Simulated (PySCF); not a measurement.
Be(F)(NH2) (BeFH₂N), SMILES [NH2][Be][F].

Geometry optimised at TPSSh-D3(BJ)/def2-TZVP. One conformer was computed; it need not be the lowest.

All values below come from CAM-B3LYP/def2-TZVPD (PySCF).

Gas-phase values at a fixed geometry.

```json
{
  "total_energy": "-170.68237 hartree",
  "point_group": "C2v",
  "highest_occupied_level": "-9.02 eV",
  "lowest_empty_level": "0.08 eV",
  "orbital_gap": "9.10 eV",
  "dipole_moment": "2.11 D",
  "quadrupole, principal values (traceless, Buckingham form, about the centre of nuclear charge)": "-3.20, -1.44, 4.64 D·Å",
  "mean_static_polarisability": "24.0 bohr³ (3.56 Å³)",
  "polarisability_principal_values": "20.8, 23.2, 28.1 bohr³"
}
```
